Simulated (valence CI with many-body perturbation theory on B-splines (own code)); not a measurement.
Run record, Ge25+

Calculated by configuration interaction combined with many-body perturbation theory (CI+MBPT): five valence electrons over a frozen Dirac-Fock core [He], radial functions for each j: 6 s, 6 p, 5 d, 3 f, 1 g, with the one-electron correlation potential Σ1 (screened to all orders), the two-electron term Σ2, the three-electron term Σ3, Breit, model QED; selected single and double excitations, second order for the rest, scaled by the run's own slope (own B-spline code, finite nucleus).

Command, and the settings that its task file holds:

```sh
python run_cv.py task.json out
```

```
atom Ge  Z=32  mass_number=74  rms_radius_fm=4.0742
core [He]
valence 2s2 2p3
avg = 1
basis = S
breit = 1
cap = 10000
capref = 1200
cscale = 1
de = 0.0
dress = 0
eps = 2e-08
extrap = 1
h = 0.27
hh = 1
l2 = 3
lcore = 6
maxit = 60
n2 = 5
natural = 1
nlev = 21
nno = [3, 3, 3, 2, 1]
nroot = 26
nsp = [3, 3, 2, 1, 0]
pt2 = 1
qed = 1
rpa = 1
s1 = 1
s2 = 1
s3 = 1
screen = 1
tol = 0.03
whole = 1
```

It took 17 s on 1 thread of Arm Neoverse V2 (shared host).

Log. The first blocks belong to the next ion, which gives the ionisation energy. Fields: 2J, parity (1 odd), roots, reference size, generating configurations, candidates as configurations/state functions, variational space P, stored matrix elements, Davidson steps; e2 is the range of second-order energies in hartree. The first line gives the box (bohr), its intervals, the orbitals and the steps of their self-consistent field. Window is the range of levels sought, series limit the energy at which the first omitted orbital would enter, core excitation an estimate of the first excitation out of the core, left out the lowest levels not solved, and shifts from estimates the range by which levels moved from their first estimate, all in cm⁻¹.

```
rmax 2.2 intervals 57 orbitals 36 references ['2s2 2p3', '2s 2p4', '2p5'] scf 4 t 0.3
2J=0 par=0 roots 2 ref 28 generators 4 cand 695/971 P 721/999 nnz 0 it 0
2J=0 par=0 roots 2 ref 28 generators 8 cand 705/1002 P 1426/2001 nnz 0 it 2
   second order: generators 17 cand 4816/8378 e2 -0.00003 -0.00002
reference levels 430, estimated 374, window 11983330 1/cm; series limit 17660882, core excitation 80804629
2J=3 par=1 roots 12 ref 68 generators 21 cand 436/1453 P 1339/5129 nnz 2.5e+06 it 2
2J=3 par=1 roots 12 ref 68 generators 28 cand 838/4847 P 2177/9976 nnz 7.8e+06 it 3
   second order: generators 67 cand 23729/233782 e2 -0.01884 -0.00378
2J=5 par=1 roots 8 ref 53 generators 16 cand 417/1446 P 1299/5132 nnz 2.7e+06 it 2
2J=5 par=1 roots 8 ref 53 generators 21 cand 737/4803 P 2036/9935 nnz 7.9e+06 it 2
   second order: generators 46 cand 19152/234969 e2 -0.01655 -0.00887
2J=1 par=1 roots 8 ref 45 generators 18 cand 430/1141 P 1531/4193 nnz 1.5e+06 it 2
2J=1 par=1 roots 8 ref 45 generators 24 cand 1428/5753 P 2959/9946 nnz 7.1e+06 it 3
   second order: generators 56 cand 20040/128879 e2 -0.00287 -0.00070
2J=5 par=0 roots 8 ref 60 generators 19 cand 382/1465 P 1339/5133 nnz 2.6e+06 it 2
2J=5 par=0 roots 8 ref 60 generators 24 cand 829/4692 P 2168/9825 nnz 7.7e+06 it 4
   second order: generators 56 cand 24726/313089 e2 -0.01824 -0.00563
2J=3 par=0 roots 10 ref 72 generators 19 cand 416/1447 P 1308/5121 nnz 2.7e+06 it 2
2J=3 par=0 roots 10 ref 72 generators 26 cand 926/4852 P 2234/9973 nnz 7.8e+06 it 4
   second order: generators 57 cand 25216/266758 e2 -0.01965 -0.00355
2J=1 par=0 roots 8 ref 53 generators 19 cand 462/1272 P 1648/4517 nnz 1.8e+06 it 2
2J=1 par=0 roots 8 ref 53 generators 28 cand 1352/5331 P 3000/9848 nnz 6.5e+06 it 2
   second order: generators 51 cand 19605/117461 e2 -0.00852 -0.00067
2J=7 par=1 roots 3 ref 30 generators 8 cand 410/1128 P 1076/3653 nnz 1.4e+06 it 2
2J=7 par=1 roots 3 ref 30 generators 10 cand 1172/7842 P 2248/11495 nnz 9.5e+06 it 2
   second order: generators 27 cand 15085/190888 e2 -0.00695 -0.00485
2J=7 par=0 roots 3 ref 27 generators 9 cand 248/980 P 1010/3452 nnz 1.2e+06 it 2
2J=7 par=0 roots 3 ref 27 generators 11 cand 836/6281 P 1846/9733 nnz 8.6e+06 it 2
   second order: generators 28 cand 17345/238908 e2 -0.00765 -0.00744
2J=9 par=0 roots 2 ref 8 generators 5 cand 342/1483 P 1314/4416 nnz 1.8e+06 it 2
2J=9 par=0 roots 2 ref 8 generators 6 cand 942/8098 P 2256/12514 nnz 1.5e+07 it 2
   second order: generators 22 cand 12421/172375 e2 -0.00190 -0.00174
2J=9 par=1 roots 1 ref 11 generators 3 cand 181/1218 P 822/3658 nnz 1.7e+06 it 2
2J=9 par=1 roots 1 ref 11 generators 3 cand 1201/8939 P 2023/12597 nnz 1.5e+07 it 2
   second order: generators 9 cand 6145/68217 e2 -0.00112 -0.00112
left out: unestimated 16046578, estimated 12664428, shifts from estimates -125 to 312
operators 0.1
```

The Davidson iterations converged. The settings are bad on purpose, so the numbers may not be properties of the ion.

No measured levels were compared; by estimate levels of excited configurations hold to 0.05 to 0.15 % of their energy, terms of the ground configuration to about 0.5 %. Among the levels kept, up to 4000 cm⁻¹ of a level comes from second order outside the variational space, and about a tenth of that is noise between levels of different J, which matters for small intervals.

- Valence energy: -531.6729 hartree
- Ionisation energy: 2574.3 eV (NIST: 2575 ± 19 eV (semi-empirical))
- Reference configurations for the orbitals: 2s2 2p3, 2s 2p4, 2p5
- Radial orbitals: 36
- Box radius: 2.245 bohr
- Largest variational space: 12597
- Lowest levels: 2s2 2p3 4S°_3/2 0, 2s2 2p3 2D°_3/2 233850, 2s2 2p3 2D°_5/2 313810, 2s2 2p3 2P°_1/2 426860, 2s2 2p3 2P°_3/2 630010, 2s 2p4 4P_5/2 1081700, 2s 2p4 4P_3/2 1248900, 2s 2p4 4P_1/2 1272600, 2s 2p4 2D_3/2 1505200, 2s 2p4 2D_5/2 1570100, 2s 2p4 2S_1/2 1717800, 2s 2p4 2P_3/2 1788900, 2s 2p4 2P_1/2 2039600, 2p5 2P°_3/2 2744700 cm⁻¹

Names give the largest LS component (configuration and term), which can be under half, so a name can repeat, a term be missing and a line seem to break the LS rules; names also repeat where a configuration has a term twice.
